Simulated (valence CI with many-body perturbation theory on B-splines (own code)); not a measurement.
**Sn XVIII: one-electron terms**

Level of theory: valence CI with perturbative core correlation (CI+MBPT): five valence electrons over a frozen Dirac-Fock core [Ar] 3d10, radial functions for each j: 11 s, 11 p, 10 d, 8 f, 5 g, 2 h, with the one-electron correlation potential Σ1 (screened to all orders), the two-electron term Σ2, the three-electron term Σ3, Breit, model QED; selected single and double excitations, second order for the rest, scaled by the run's own slope (own B-spline code, finite nucleus).

No measured spectrum was set against this ion. As an estimate, levels hold to about 250 cm⁻¹ or 0.2 % of their energy and the worst to 1 %, as in measured heavy ions of charge 2 to 7; those with d or f electrons hold less well. Among the levels kept, up to 2100 cm⁻¹ of a level comes from second order outside the variational space, and about a tenth of that is noise between levels of different J, which matters for small intervals.

These are the spectroscopic orbitals of the CI (the correlating ones are not listed), shaped by the core and the other valence electrons. h is the expectation value of the core's Dirac-Fock operator, without the valence repulsion; Σ1 is computed up to l = 3 at one energy for each symmetry, that of its lowest orbital but kept below the first core excitation, so for empty shells it is not the orbital's own correlation shift; Breit and QED include the response of the core.

```tsv
Orbital	h (hartree)	Σ1 (cm⁻¹)	Breit (cm⁻¹)	QED (cm⁻¹)	⟨r⟩ (bohr)
4s1/2	-23.527	-11431	2087	1593	0.7409
5s1/2	-13.49	-3641	836	642	1.322
6s1/2	-8.75	-1655	410	318	2.076
7s1/2	-6.1393	-910	235	182	2.993
8s1/2	-4.5456	-558	147	114	4.075
9s1/2	-3.501	-368	98.3	76.5	5.324
4p1/2	-21.866	-11189	3198	-70.8	0.7587
5p1/2	-12.713	-3644	1291	-28.0	1.370
6p1/2	-8.334	-1715	657	-14.1	2.148
7p1/2	-5.8906	-961	383	-8.2	3.089
8p1/2	-4.3853	-596	243	-5.2	4.197
9p1/2	-3.3918	-396	163	-3.5	5.471
4p3/2	-21.431	-10412	1994	83.2	0.7759
5p3/2	-12.521	-3467	809	34.2	1.393
6p3/2	-8.2321	-1647	431	17.6	2.176
7p3/2	-5.83	-928	251	10.3	3.123
8p3/2	-4.3464	-577	160	6.6	4.236
9p3/2	-3.3653	-385	108	4.4	5.515
4d3/2	-18.712	-10105	1088	-88.7	0.8068
5d3/2	-11.261	-3530	466	-36.7	1.479
6d3/2	-7.5545	-1766	251	-19.5	2.305
7d3/2	-5.4228	-1023	151	-11.6	3.298
8d3/2	-4.0825	-648	98.0	-7.5	4.456
4d5/2	-18.626	-9882	594	-44.0	0.8117
5d5/2	-11.222	-3463	248	-17.9	1.485
6d5/2	-7.5332	-1734	134	-9.5	2.313
7d5/2	-5.4098	-1004	80.2	-5.6	3.306
8d5/2	-4.074	-637	51.8	-3.6	4.466
4f5/2	-15.75	-8770	204	-28.3	0.8285
5f5/2	-9.9582	-3058	103	-14.9	1.558
6f5/2	-6.8561	-1525	58.2	-8.7	2.439
7f5/2	-5.0027	-886	35.9	-5.4	3.484
4f7/2	-15.741	-8647	0.1	-19.1	0.8296
5f7/2	-9.952	-3009	-0.1	-10.2	1.560
6f7/2	-6.8522	-1500	0.0	-5.9	2.440
7f7/2	-5.0001	-871	-0.1	-3.7	3.486
5g7/2	-9.4689		1.3	-1.4	1.481
6g7/2	-6.5761		1.3	-1.0	2.384
7g7/2	-4.8273		1.0	-0.7	3.456
5g9/2	-9.4668		-3.9	0.3	1.481
6g9/2	-6.5748		-3.6	0.0	2.384
7g9/2	-4.8265		-2.8	-0.1	3.456
6h9/2	-6.5109				2.158
6h11/2	-6.5101				2.158
```

Among the shells of the start configuration 4s2 4p3, Σ1 is largest in size for 4s1/2, where it is 0.22 % of h.

Lowest root of each symmetry, sizes in configuration state functions:

| J | Parity | Roots | Reference | Variational | Second order | Change by selected CI (cm⁻¹) | Change by second order (cm⁻¹) |
| --- | --- | --- | --- | --- | --- | --- | --- |
| 1/2 | even | 9 | 82 | 31840 | 1329973 | -9027 | -160 |
| 3/2 | even | 12 | 133 | 31992 | 2732226 | -8074 | -460 |
| 5/2 | even | 11 | 140 | 32000 | 3492623 | -7622 | -565 |
| 7/2 | even | 6 | 107 | 31967 | 3422007 | -9707 | -710 |
| 9/2 | even | 3 | 70 | 31936 | 2947036 | -10432 | -636 |
| 1/2 | odd | 23 | 111 | 31970 | 1972119 | -8640 | -498 |
| 3/2 | odd | 35 | 191 | 31987 | 3650457 | -6773 | -704 |
| 5/2 | odd | 35 | 213 | 31983 | 4925576 | -6651 | -1156 |
| 7/2 | odd | 28 | 189 | 31951 | 5390040 | -8532 | -730 |
| 9/2 | odd | 16 | 133 | 31765 | 5487640 | -8760 | -675 |
| 11/2 | odd | 5 | 78 | 32064 | 3783720 | -11858 | -898 |
